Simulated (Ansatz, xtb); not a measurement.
**Cl3GaH2Si: where a starting geometry ends**

The starting geometry of this gas-phase singlet was built from a drawn formula by distance geometry; its bonds are those of `[Cl][GaH][SiH](Cl)Cl`.

```tsv
atom	x (Å)	y (Å)	z (Å)
Cl	-3.5790	1.6633	-1.4260
Cl	-0.3307	-1.2217	2.0792
Cl	-2.8216	0.9615	2.2851
Ga	-1.9700	0.2013	-0.9606
Si	-1.1751	0.4559	1.1457
H	-2.0504	-1.0677	-1.5182
H	-0.2185	1.5403	1.3377
```

Where would you expect an optimisation with r2SCAN-D4/def2-SVP to take it?

It keeps its bonds, and is `[Cl][GaH][SiH](Cl)Cl`. Distances that change by over a tenth: Ga4–H6 (1.39 → 1.56 Å).

The energy falls by 0.74 eV over 25 steps:

| step | E − E(last) (eV) |
| --- | --- |
| 1 | 0.740 |
| 4 | 0.026 |
| 6 | 0.012 |
| 9 | 0.006 |
| 12 | 0.002 |
| 14 | 0.001 |
| 17 | 0.001 |
| 20 | 0.000 |
| 22 | 0.000 |
| 25 | 0.000 |

Final geometry (Å):

```xyz
7

Cl   -2.3123    1.7530   -2.2026
Cl    0.2219   -0.8383    1.5904
Cl   -2.7676    0.2513    2.7680
Ga   -2.3064    0.1119   -0.7969
Si   -1.2980    0.5550    1.3296
H    -2.9665   -1.2028   -1.3048
H    -0.7163    1.9026    1.5594
```

From the same start GFN2-xTB ends elsewhere, differing in Cl3–Ga4 (2.22 against 3.60 Å here), Cl3–Si5 (2.62 against 2.08 Å here).

No frequencies were run, so the end isn't proven a minimum. Run with Ansatz 0.2.0, 97 s on 2 threads of Arm Neoverse V2 (shared host).
